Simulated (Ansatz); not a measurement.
`O[SiH](F)N[SiH3]` + `COCS` → `COCS[SiH3]` + `N[SiH](O)F`  (ligand exchange at the Si–N bond)

Gas-phase electronic energies from Ansatz, PBE0-D4/def2-TZVP geometries. CCSD(T)/CBS is the MP2 limit (def2-TZVPP, def2-QZVPP) plus CCSD(T) − MP2 in def2-TZVPP, frozen cores. This one scheme is used for every species. Functionals use def2-TZVPP. Each species was taken in one conformer, which may not be the lowest.

Is it downhill or uphill in electronic energy at CCSD(T)/CBS, and by how much? (Estimate.)

Computed: Downhill: ΔE = -4.9 kJ/mol.

What do these levels give: ωB97X-V, ωB97M-V, B2PLYP, PBE, PBE0, HF/def2-TZVPP, MP2/def2-TZVPP, HF/def2-QZVPP, MP2/def2-QZVPP, HF/CBS(def2), MP2/CBS(def2), CCSD/CBS(def2)? (Best estimate.)

The calculation gave: ωB97X-V -4.2, ωB97M-V -4.3, B2PLYP -2.1, PBE -11.9, PBE0 -9.5, HF/def2-TZVPP 7.6, MP2/def2-TZVPP -5.3, HF/def2-QZVPP 8.9, MP2/def2-QZVPP -6.4, HF/CBS(def2) 9.1, MP2/CBS(def2) -8.0, CCSD/CBS(def2) -2.4 kJ/mol.

Largest T1 diagnostic among the species: 0.012.

In def2-TZVPP, CCSD(T) changes the Hartree–Fock value by −9.9 kJ/mol (the triples alone add −2.5 kJ/mol) and MP2 by −12.9 kJ/mol. The D4 term adds −3.0 kJ/mol with B3LYP and −1.7 kJ/mol with PBE0; it sums over pairs of atoms, weighted by their polarisabilities, and B3LYP, whose exchange is more repulsive, gets the larger term.

B3LYP here is the variant with VWN-RPA as its local correlation; programs differ in this.
